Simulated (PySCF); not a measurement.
Job file and geometry (Å, from GFN2-xTB) of an NMR shielding run on `InChI=1S/C3H9FO2Si2/c4-2-1-8-3(5-2)6-7/h2-3H,1,8H2,7H3/t2-,3-/m0/s1`, GIAO PBE0/pcSseg-1 NMR shielding, non-relativistic, gas phase in PySCF; density fitting, a coarse starting grid and PySCF grid level 2 are the driver's defaults:

```
$ OMP_NUM_THREADS=1 python probes_run.py task.json out

{"job": {"kind": "nmr", "xc": "PBE0", "basis": "pcSseg-1"}, "charge": 0, "multiplicity": 1}
F     -0.541702     0.872484     1.896654
C     -1.127611     1.016357     0.648081
C     -2.120559    -0.128266     0.455537
Si    -1.017882    -1.509470    -0.266278
C      0.386672    -0.241161    -0.610315
O      1.447388    -0.559806     0.228713
Si     2.652583     0.432720     0.705969
O     -0.159818     1.038223    -0.329486
H     -1.591846     2.011496     0.658367
H     -2.593511    -0.352945     1.408142
H     -2.895764     0.190774    -0.239205
H     -0.574724    -2.494095     0.711269
H     -1.589744    -2.062867    -1.493810
H      0.757147    -0.159016    -1.639480
H      2.182645     1.554806     1.511418
H      3.415881    -0.550548     1.461604
H      3.363846     0.953341    -0.467629
```

Problem. Write the output of this run.

Solution. 
```
coarse grid: 15344 points
cycle   1  E = -948.1029606089  dE =  1.076e+00  |g| = 9.234e-01  |ddm| = 3.696e+00
cycle   2  E = -947.9466608054  dE =  1.563e-01  |g| = 1.331e+00  |ddm| = 1.488e+00
cycle   3  E = -948.2485281709  dE = -3.019e-01  |g| = 1.111e-01  |ddm| = 9.760e-01
cycle   4  E = -948.2502569792  dE = -1.729e-03  |g| = 5.929e-02  |ddm| = 1.165e-01
cycle   5  E = -948.2508902034  dE = -6.332e-04  |g| = 1.281e-02  |ddm| = 4.462e-02
cycle   6  E = -948.2509136552  dE = -2.345e-05  |g| = 4.979e-03  |ddm| = 1.094e-02
cycle   7  E = -948.2509185856  dE = -4.930e-06  |g| = 6.141e-04  |ddm| = 3.887e-03
final grid: 139848 points
cycle   8  E = -948.3252672748  dE = -2.808e-05  |g| = 1.285e-02  |ddm| = 2.575e-02
cycle   9  E = -948.3252356215  dE =  3.165e-05  |g| = 1.864e-02  |ddm| = 1.797e-02
cycle  10  E = -948.3252961567  dE = -6.054e-05  |g| = 6.797e-04  |ddm| = 1.100e-02
cycle  11  E = -948.3252962377  dE = -8.099e-08  |g| = 3.063e-04  |ddm| = 8.514e-04
cycle  12  E = -948.3252962572  dE = -1.956e-08  |g| = 7.672e-05  |ddm| = 3.077e-04
cycle  13  E = -948.3252962580  dE = -8.092e-10  |g| = 3.018e-05  |ddm| = 6.296e-05
converged SCF energy = -948.3252962580

GIAO shielding tensors (ppm)
atom      isotropic    diamagn.    paramagn.     s11        s22        s33       span
  0 F      291.277     477.755    -186.478    190.053    330.659    353.119    163.066
  1 C       68.632     240.469    -171.837     42.898     74.599     88.401     45.503
  2 C      165.291     255.370     -90.078    144.047    153.802    198.025     53.978
  3 Si     378.846     879.890    -501.044    342.847    381.024    412.668     69.820
  4 C       86.573     246.419    -159.846     56.009     91.825    111.885     55.875
  5 O      261.952     398.070    -136.118    202.462    239.724    343.670    141.207
  6 Si     389.037     880.485    -491.448    345.350    359.339    462.422    117.072
  7 O      160.769     400.763    -239.993    123.418    130.797    228.093    104.675
  8 H       25.246      29.142      -3.896     22.897     23.068     29.773      6.875
  9 H       30.029      29.681       0.348     25.974     27.450     36.661     10.688
 10 H       30.471      30.151       0.320     25.805     27.426     38.181     12.377
 11 H       27.319      28.849      -1.531     24.017     25.331     32.608      8.591
 12 H       27.393      28.522      -1.129     24.140     24.593     33.446      9.307
 13 H       25.919      31.010      -5.091     22.397     25.527     29.832      7.435
 14 H       26.639      30.203      -3.565     22.453     26.791     30.672      8.218
 15 H       27.049      29.525      -2.476     23.270     25.277     32.601      9.332
 16 H       26.882      29.470      -2.588     23.679     24.716     32.250      8.571
```

Problem. Turn these shieldings into chemical shifts. Chemical shifts δ = σref − σ; 19F (170.95 ppm) vs CFCl3; 13C (186.93 ppm), 29Si (349.16 ppm), 1H (31.72 ppm) vs TMS; H2O for 17O (336.08 ppm), all at this level.

Solution. Averaging equivalent atoms: F 0: -120.3; C 1: 118.3; C 4: 100.4; C 2: 21.6; Si 3: -29.7; Si 6: -39.9; O 7: 175.3; O 5: 74.1; H 8: 6.47; H 13: 5.80; H 14/15/16: 4.86; H 11: 4.40; H 12: 4.32; H 9: 1.69; H 10: 1.25 ppm. Unscaled 19F shifts against computed CFCl3 carry errors that often reach 10 to 50 ppm. Experimental scales use liquid or dissolved standards, which lie at an offset from isolated H2O (liquid H2O: subtract about 36 ppm).

Size and cost of the density-fitted run: 195 basis functions, 39 s wall time on 1 thread of an Arm Neoverse V1, shared host; peak memory 0.86 GiB.
